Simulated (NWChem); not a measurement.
**A calculation on H3O (+1)**

```xyz
4

O      0.0000     0.0774     0.0000
H     -0.4720    -0.2067     0.8177
H     -0.4720    -0.2067    -0.8177
H      0.9443    -0.2062     0.0000
```
Charge +1, spin multiplicity 1.

All runs are NWChem calculations. All single points use one geometry, from B3LYP/def2-SVP, a minimum by its harmonic frequencies.

Static limit.

The structure started from a generated list of species.

Give the polarisability tensor in bohr³ at BHandHLYP/aug-cc-pVDZ, in the frame of the coordinates, and its isotropic mean.


```
6.94  0.00  0.00
0.00  5.44  0.00
0.00  0.00  6.94
```
Mean (one third of the trace): 6.44 bohr³.
